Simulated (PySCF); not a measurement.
Isomers of C6H16Si2, mass 144.079 u with the commonest isotopes. Computed with PBE0/pcSseg-1 in PySCF (dipole) on a GFN2-xTB geometry, gas phase. One conformer each, none proved a minimum here; rigid rotors.

Question: Order these by rotational constant C, smallest first.
A. `[CH3:1][CH:2]([CH3:3])[Si@H:4]1[CH2:5][CH2:6][CH2:7][SiH2:8]1` with C1–C2–Si4–C5 62°, C2–Si4–C5–C6 149°, Si4–C5–C6–C7 -53°, C5–C6–C7–Si8 53°, C6–C7–Si8–Si4 -26°
B. `[CH3:1][CH:2]([CH3:3])/[C:4](=[CH:5]\[SiH3:6])[CH2:7][SiH3:8]` with C1–C2–C4–C5 127°, C2–C4–C7–Si8 104°
C. `[CH2:1]=[CH:2][SiH2:3][SiH2:4][C@H:5]([CH3:6])[CH2:7][CH3:8]` with C1–C2–Si3–Si4 101°, C2–Si3–Si4–C5 -173°, Si3–Si4–C5–C6 72°, Si4–C5–C7–C8 -61°
D. `[CH3:1][Si@@H:2]([CH2:3][SiH3:4])[CH:5]1[CH2:6][CH2:7][CH2:8]1` with C1–Si2–C3–Si4 67°, C1–Si2–C5–C6 -42°, Si2–C5–C6–C7 106°, C5–C6–C7–C8 11°, C6–C7–C8–C5 -11°, Si2–C5–C8–C7 -107°
E. `[CH3:1][CH2:2][CH2:3]/[C:4](=[CH:5]\[SiH3:6])[CH2:7][SiH3:8]` with C1–C2–C3–C4 179°, C2–C3–C4–C5 -94°, C3–C4–C7–Si8 85°

Answer: E (573.2 MHz), C (600.1 MHz), B (676.0 MHz), A (709.1 MHz), D (758.7 MHz).

Question: Order these by dipole moment, largest first.
A. `[CH2:1]=[CH:2][SiH2:3][C@@H:4]([CH2:5][CH3:6])[SiH2:7][CH3:8]` with C1–C2–Si3–C4 122°, C2–Si3–C4–C5 -65°, Si3–C4–C5–C6 -172°, Si3–C4–Si7–C8 41°
B. `[CH3:1][CH2:2][CH2:3]/[C:4](=[CH:5]\[SiH3:6])[CH2:7][SiH3:8]` with C1–C2–C3–C4 179°, C2–C3–C4–C5 -94°, C3–C4–C7–Si8 85°
C. `[CH3:1][CH:2]([CH3:3])[Si@H:4]1[CH2:5][CH2:6][CH2:7][SiH2:8]1` with C1–C2–Si4–C5 62°, C2–Si4–C5–C6 149°, Si4–C5–C6–C7 -53°, C5–C6–C7–Si8 53°, C6–C7–Si8–Si4 -26°

Answer: B (1.36 D), C (0.82 D), A (0.29 D).

Question: Order these by radius of gyration √(Σ m r²/M), largest first.
A. `[CH3:1][CH:2]([CH3:3])/[C:4](=[CH:5]\[SiH3:6])[CH2:7][SiH3:8]` with C1–C2–C4–C5 127°, C2–C4–C7–Si8 104°
B. `[CH3:1][CH2:2][CH2:3]/[C:4](=[CH:5]\[SiH3:6])[CH2:7][SiH3:8]` with C1–C2–C3–C4 179°, C2–C3–C4–C5 -94°, C3–C4–C7–Si8 85°
C. `[CH2:1]=[CH:2][SiH2:3][C@@H:4]([CH2:5][CH3:6])[SiH2:7][CH3:8]` with C1–C2–Si3–C4 122°, C2–Si3–C4–C5 -65°, Si3–C4–C5–C6 -172°, Si3–C4–Si7–C8 41°
D. `[CH3:1][CH:2]([CH3:3])[Si@H:4]1[CH2:5][CH2:6][CH2:7][SiH2:8]1` with C1–C2–Si4–C5 62°, C2–Si4–C5–C6 149°, Si4–C5–C6–C7 -53°, C5–C6–C7–Si8 53°, C6–C7–Si8–Si4 -26°

Answer: B (2.535 Å), A (2.385 Å), C (2.340 Å), D (2.274 Å).

```json
{"SMILES": "CCC/C(=C\\[SiH3])C[SiH3]", "point group": "C1", "Ia (u·Å²)": "397.90", "Ib (u·Å²)": "572.06", "Ic (u·Å²)": "881.67", "κ": "-0.11", "μa (D)": "0.56", "μb (D)": "1.14", "μc (D)": "0.49"}
{"SMILES": "CC(C)[Si@H]1CCC[SiH2]1", "point group": "C1", "Ia (u·Å²)": "218.77", "Ib (u·Å²)": "558.65", "Ic (u·Å²)": "712.69", "κ": "-0.76", "μa (D)": "0.26", "μb (D)": "0.58", "μc (D)": "0.52"}
{"SMILES": "C=C[SiH2][C@@H](CC)[SiH2]C", "point group": "C1", "Ia (u·Å²)": "357.05", "Ib (u·Å²)": "508.26", "Ic (u·Å²)": "712.05", "κ": "-0.19", "μa (D)": "0.12", "μb (D)": "0.26", "μc (D)": "0.03"}
{"SMILES": "C[Si@@H](C[SiH3])C1CCC1", "point group": "C1", "Ia (u·Å²)": "249.92", "Ib (u·Å²)": "577.14", "Ic (u·Å²)": "666.14", "κ": "-0.81", "μa (D)": "0.29", "μb (D)": "0.08", "μc (D)": "0.06"}
{"SMILES": "CC(C)/C(=C\\[SiH3])C[SiH3]", "point group": "C1", "Ia (u·Å²)": "334.78", "Ib (u·Å²)": "556.19", "Ic (u·Å²)": "747.57", "κ": "-0.44", "μa (D)": "0.87", "μb (D)": "0.98", "μc (D)": "0.40"}
{"SMILES": "C=C[SiH2][SiH2][C@H](C)CC", "point group": "C1", "Ia (u·Å²)": "215.58", "Ib (u·Å²)": "768.49", "Ic (u·Å²)": "842.09", "κ": "-0.93", "μa (D)": "0.30", "μb (D)": "0.14", "μc (D)": "0.02"}
{"SMILES": "C=C[Si@@H](CCC)[SiH2]C", "point group": "C1", "Ia (u·Å²)": "316.54", "Ib (u·Å²)": "562.89", "Ic (u·Å²)": "674.99", "κ": "-0.65", "μa (D)": "0.29", "μb (D)": "0.26", "μc (D)": "0.03"}
```
